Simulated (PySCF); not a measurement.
From one molecule to another.

First species: C4H7N3OSi.
Bonds: C1–C2, C2–O3 (double), C2–C4, C4–C5 (aromatic), C5–N6 (aromatic), N6–Si7, N6–N8 (aromatic), N8–N9 (aromatic), C4–N9 (aromatic). Hydrogens: H10, H11, H12 on C1; H13 on C5; H14, H15, H16 on Si7.

Second species: C5H11PS.
Bonds: C1–S2, S2–C3, C3–P4, P4–C5, C5–C6, C6–C7, C5–C7. Hydrogens: H8, H9, H10 on C1; H11, H12 on C3; H13 on P4; H14 on C5; H15, H16 on C6; H17, H18 on C7.

Levels: B3LYP/def2-SVPD for dipole moment, HOMO energy, LUMO energy, HOMO–LUMO gap, static isotropic polarisability and electronic spatial extent ⟨r²⟩ about the centre of nuclear charge; TDDFT B3LYP/def2-SVPD for lowest singlet excitation; TDA B3LYP/def2-SVPD for lowest triplet excitation (Tamm–Dancoff); GFN2-xTB for rotational constant A and rotational constant C. Geometries: GFN2-xTB. Each species is one conformer at its optimised geometry, gas phase, non-relativistic unless stated. Electronic properties by PySCF.

The conformers computed, where there is a choice (atom-mapped SMILES and torsion angles):
- `[CH3:1][C:2](=[O:3])[c:4]1[cH:5][n:6]([SiH3:7])[n:8][n:9]1`: C1–C2–C4–C5 175°
- `[CH3:1][S:2][CH2:3][PH:4][CH:5]1[CH2:6][CH2:7]1`: C1–S2–C3–P4 64°, S2–C3–P4–C5 73°, C3–P4–C5–C6 -164°

```csv
property,column X,column Y
dipole moment,3.80 D,0.69 D
HOMO energy,-7.23 eV,-5.98 eV
LUMO energy,-1.74 eV,0.16 eV
HOMO–LUMO gap,5.49 eV,6.14 eV
lowest singlet excitation,3.93 eV,5.05 eV
lowest triplet excitation (Tamm–Dancoff),3.45 eV,4.69 eV
static isotropic polarisability,97.1 au,105.2 au
electronic spatial extent ⟨r²⟩ about the centre of nuclear charge,1714 bohr²,1328 bohr²
rotational constant A,4.244 GHz,2.958 GHz
rotational constant C,0.638 GHz,0.963 GHz
```

Q: Which column belongs to which species?

A: Column X is the first species and column Y the second. The first has 16 atoms and 74 electrons, the second 18 and 72.

Q: How does each property change from the first species to the second?

A: dipole moment -3.11 D; HOMO energy +1.25 eV; LUMO energy +1.90 eV; HOMO–LUMO gap +0.65 eV; lowest singlet excitation +1.12 eV; lowest triplet excitation (Tamm–Dancoff) +1.24 eV; static isotropic polarisability +8.1 au; electronic spatial extent ⟨r²⟩ about the centre of nuclear charge -386 bohr²; rotational constant A -1.286 GHz; rotational constant C +0.325 GHz.

On the first: The principal polarisabilities are 65.5, 93.5 and 132.3 au; their mean is the isotropic value. S1 lies 1.56 eV below the HOMO–LUMO gap; its leading configuration is HOMO→LUMO, weight 0.95.

On the second: The dipole equals about 2.3 × 10⁻³⁰ C·m (1 D = 3.33564 × 10⁻³⁰ C·m). A dipole of 0.69 D is allowed in C1, and pure rotational transitions are dipole-allowed.
